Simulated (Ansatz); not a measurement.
```xyz
13

C    -0.660   -2.447   -1.673
C    -0.979   -1.457   -0.839
N    -0.123   -0.492   -0.338
Al   -0.518    0.848    0.779
Si    1.326    2.333    1.409
H     0.351   -2.581   -2.044
H    -1.414   -3.149   -2.002
H    -2.005   -1.358   -0.491
H     0.822   -0.609   -0.679
H    -2.030    0.929    1.245
H     0.884    3.408    2.341
H     2.424    1.579    2.081
H     1.922    2.994    0.212
```

Charge 0, multiplicity 1.

List the B3LYP/def2-TZVPP orbital energies in eV (Ansatz). (Estimate.)

Computed: Occupied: -1798.67, -1524.40, -389.60, -277.72, -276.19, -143.25, -112.41, -98.56, -98.56, -98.55, -73.14, -72.97, -72.95, -24.48, -19.81, -16.05, -14.65, -13.38, -12.87, -11.05, -10.11, -9.76, -9.63, -9.54, -9.29, -7.58, -6.01. Lowest empty: -1.72, -0.24, 0.02, 0.68, 1.03, 1.27, 1.30, 1.72.

B3LYP here is the variant with VWN-RPA as its local correlation; programs differ in this.
